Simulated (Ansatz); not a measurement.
Geometry optimisation, RKS PBE/6-31G (Ansatz 0.2.0).

The input (input.yaml):

```yaml
crystal:
  periodic: [false, false, false]
  atoms:
    - { symbol: C, position_ang: [-0.0178, -1.7863, -0.029] }
    - { symbol: "N", position_ang: [0.3956, -0.642, -0.8909] }
    - { symbol: C, position_ang: [1.6479, -0.1248, -0.4058] }
    - { symbol: Al, position_ang: [-0.843, 0.7894, -0.9215] }
    - { symbol: F, position_ang: [-1.6802, 1.2611, -2.4901] }
    - { symbol: Al, position_ang: [-1.5462, 1.9351, 1.1977] }
    - { symbol: H, position_ang: [-0.9956, -2.1464, -0.4307] }
    - { symbol: H, position_ang: [-0.1784, -1.3916, 1.0043] }
    - { symbol: H, position_ang: [0.6767, -2.5543, -0.0115] }
    - { symbol: H, position_ang: [1.5897, 0.2609, 0.6717] }
    - { symbol: H, position_ang: [2.4367, -0.9308, -0.3892] }
    - { symbol: H, position_ang: [2.0666, 0.6974, -1.0349] }
    - { symbol: H, position_ang: [-2.6804, 3.1172, 1.1711] }
    - { symbol: H, position_ang: [-0.8845, 1.4858, 2.5876] }
basis:
  gaussian: { orbitals: "6-31G" }
hamiltonian:
  xc: pbe
relax:
  f_tol: 0.02
  max_steps: 40
output:
  orbitals: {}
```

Run as:

```bash
$ ansatz run input.yaml --threads 2 --pin off --max-ram 3072MiB --backend cpu --events-out ev --progress --plain --runs-dir out
```

Where does it end, and by what steps?

It converged. The force dipped under the threshold on the way, but the program's further checks kept it going. Limits of this set-up: no polarisation functions. After 25 steps the energy has fallen by 1.215 eV; H14 moved furthest, 2.33 Å.

| step | energy less start (eV) | largest force component (eV/Å) | accepted |
| --- | --- | --- | --- |
| 0 | 0.0000 | 2.791 | yes |
| 1 | -0.3658 | 1.048 | yes |
| 2 | -0.4731 | 0.741 | yes |
| 3 | -0.5274 | 0.555 | yes |
| 4 | -0.5848 | 0.468 | yes |
| 5 | -0.6496 | 0.400 | yes |
| 6 | -0.7163 | 0.352 | yes |
| 7 | -0.7848 | 0.300 | yes |
| 8 | -0.8654 | 0.277 | yes |
| 9 | -0.9282 | 0.261 | yes |
| 10 | -0.9992 | 0.255 | yes |
| 11 | -1.0496 | 0.661 | yes |
| 12 | -1.1118 | 0.451 | yes |
| 13 | -1.1521 | 0.267 | yes |
| 14 | -1.1907 | 0.088 | yes |
| 15 | -1.1974 | 0.195 | yes |
| 16 | -1.2027 | 0.176 | yes |
| 17 | -1.2134 | 0.069 | yes |
| 18 | -1.2147 | 0.050 | yes |
| 19 | -1.2150 | 0.007 | yes |
| 20 | -1.2151 | 0.015 | yes |
| 21 | -1.2152 | 0.021 | yes |
| 22 | -1.2153 | 0.023 | yes |
| 23 | -1.2154 | 0.027 | yes |
| 24 | -1.2154 | 0.021 | yes |
| 25 | -1.2155 | 0.011 | yes |

```xyz
14
Properties=species:S:1:pos:R:3
C 0.224 -1.963 -0.798
N 0.190 -0.618 -0.204
C 1.457 -0.225 0.424
Al -1.284 0.454 -0.247
F -2.620 -0.317 -1.064
Al -1.358 2.805 0.772
H -0.751 -2.200 -1.252
H 0.451 -2.732 -0.031
H 1.004 -2.033 -1.584
H 1.737 -0.926 1.237
H 2.287 -0.222 -0.313
H 1.380 0.788 0.857
H -2.669 3.758 0.679
H -0.059 3.402 1.551
```

Whether the end is a true minimum wasn't checked by a vibrational analysis.

Run time: 2.1 min on 2 threads of Arm Neoverse N1 (shared host), peak memory 0.15 GiB.
